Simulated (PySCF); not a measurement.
An unknown is described by computed data only.

Formula: C5H3FO2.

| Property | Result |
| --- | --- |
| 1H NMR | chemical shifts (computed TMS as zero) by class: 7.11 (1 H), 6.37 (1 H), 5.26 (1 H) ppm [GIAO PBE0/pcSseg-1] |
| Rotational structure | rotational constants A, B, C: 5.550, 0.828, 0.762 GHz [GFN2-xTB] |
| Dipole | 2.52 D [PBE0/pcSseg-1] |
| NMR, other nuclei | isotropic shieldings of nuclei other than C and H, by class: -123 (1 O), 120 (1 O), 262 (1 F) ppm [GIAO PBE0/pcSseg-1] |
| 13C NMR | chemical shifts (computed TMS as zero) by class: 171.5 (1 C), 158.3 (1 C), 96.0 (1 C), 95.4 (1 C), 86.1 (1 C) ppm [GIAO PBE0/pcSseg-1] |

Gas-phase values; electronic properties from PySCF, density fitting. Levels stand in brackets. One conformer (not necessarily the lowest) at the GFN2-xTB geometry, without solvent, vibrations or thermal averaging. Each NMR value is the plain mean over a class of atoms that symmetry, rotation or inversion makes alike.

Q: Propose a structure and show how it fits.

A: Numbering: `[O:1]=[C:2]([OH:3])[C:4]#[C:5]/[CH:6]=[CH:7]\[F:8]`. Its formula, C5H3FO2, gives 4 degrees of unsaturation: 0 rings and 4 π bonds in the structure found. 5 carbons fall into 5 classes; from least to most shielded: vinylic C–F carbon [C7] (171.5 ppm), carboxylic acid carbon [C2] (158.3 ppm), alkene CH carbon [C6] (96.0 ppm), alkyne carbon [C4] (95.4 ppm), alkyne carbon [C5] (86.1 ppm). Hydrogen classes from least to most shielded: 1 H on a vinylic C–F carbon, C7 (7.11 ppm), 1 H on an acid hydroxyl oxygen, O3 (6.37 ppm), 1 H on an alkene CH carbon, C6 (5.26 ppm). The other shieldings belong to: -123 ppm, acid carbonyl oxygen [O1]; 120 ppm, acid hydroxyl oxygen [O3]; 262 ppm, vinyl fluorine [F8]. The optimised geometry has point group C1 and is an asymmetric top. Structure: `O=C(O)C#C/C=C\F`. Computed isomers that give other values at the same levels: `O=Cc1coc(F)c1` (rotational constant A: 7.532 GHz; this holds for the one conformer computed); `C#C/C=C(\F)C(=O)O` (rotational constant A: 5.103 GHz; this holds for the one conformer computed); `O=Cc1ccc(F)o1` (13C chemical shifts (computed TMS as zero) by class: 180.2 (1 C), 169.8 (1 C), 149.9 (1 C), 126.4 (1 C), 94.9 (1 C) ppm). The assignments are read from this structure; whether some other isomer fits the data as well wasn't checked.

Conformer computed: `[O:1]=[C:2]([OH:3])[C:4]#[C:5]/[CH:6]=[CH:7]\[F:8]`: H–O3–C2–O1 0°.
